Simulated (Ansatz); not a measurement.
`C[N](C)[Hf]([OH])([N](C)C)[N](C)C` and `C[N](C)[Hf]([SeH])([N](C)C)[N](C)C` differ in one element.

Ansatz, PBE0-D4/def2-TZVP geometries, multiplicity 1. Each molecule was computed in one conformer, which needn't be the lowest.

Elements past krypton have def2 core potentials. Scalar relativity is left out up to krypton.

| property | `C[N](C)[Hf]([OH])([N](C)C)[N](C)C` |
| --- | --- |
| size of the dipole moment (PBE/def2-TZVPP) / D | 0.68 |
| HOMO energy (PBE/def2-TZVPP) / eV | -4.59 |
| LUMO energy (B3LYP/def2-TZVPP) / eV | 0.00 |
| HOMO–LUMO gap (PBE0/def2-TZVPP) / eV | 6.08 |
| size of the dipole moment (B3LYP/def2-TZVPP) / D | 0.71 |
| HOMO–LUMO gap (PBE/def2-TZVPP) / eV | 4.12 |

Question: Give the same properties after the change, and the shifts. (Best estimate.)

Answer: The calculation gave: 
```tsv
property	`C[N](C)[Hf]([SeH])([N](C)C)[N](C)C`	shift
size of the dipole moment (PBE/def2-TZVPP) / D	3.16	2.48
HOMO energy (PBE/def2-TZVPP) / eV	-4.96	-0.37
LUMO energy (B3LYP/def2-TZVPP) / eV	-0.32	-0.32
HOMO–LUMO gap (PBE0/def2-TZVPP) / eV	6.01	-0.07
size of the dipole moment (B3LYP/def2-TZVPP) / D	3.17	2.46
HOMO–LUMO gap (PBE/def2-TZVPP) / eV	4.00	-0.12
```

With PBE0 the HOMO falls by 0.30 eV and the LUMO falls by 0.38 eV, so the gap narrows by about 0.08 eV. PBE moves the HOMO by -0.37 eV and ωB97M-V by -0.19 eV. Dipoles are sizes alone; their direction can turn.

B3LYP here is the variant with VWN-RPA as its local correlation; programs differ in this.

Spin–orbit coupling is left out; it splits and shifts lone-pair levels of the heavy atoms by tenths of an eV.
